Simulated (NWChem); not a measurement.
Species: BH, singlet; SMILES [BH]

```xyz
2

B      0.0000     0.0000     0.2379
H      0.0000     0.0000    -1.0144
```
Atoms are numbered in this order, from 1.

All runs: NWChem. Low-valent species are run as closed-shell singlets; no triplet was tried in these runs. The geometry was optimised at PBE0/def2-SVP. B3LYP is NWChem's, with the RPA form of VWN correlation. Ions are spin-unrestricted doublets at the neutral geometry; other ion states weren't tried.

```
level                     vertical ionisation energy, ΔSCF (eV)  −ε(HOMO) (eV)  ΔSCF minus −ε(HOMO) (eV)
------------------------  -------------------------------------  -------------  ------------------------
B3LYP/aug-cc-pVDZ                                          9.73           6.55                      3.18
PBE/aug-cc-pVDZ                                            9.60           5.55                      4.05
BHandHLYP/aug-cc-pVDZ                                      9.52           7.79                      1.73
Hartree-Fock/aug-cc-pVDZ                             (withheld)     (withheld)                (withheld)
CAM-B3LYP/aug-cc-pVDZ                                      9.70           8.10                      1.60
```

### Question
Some entries are withheld; supply them.

### Answer

- Hartree-Fock/aug-cc-pVDZ, vertical ionisation energy, ΔSCF (eV): 8.45
- Hartree-Fock/aug-cc-pVDZ, −ε(HOMO) (eV): 9.47
- Hartree-Fock/aug-cc-pVDZ, ΔSCF minus −ε(HOMO) (eV): -1.02
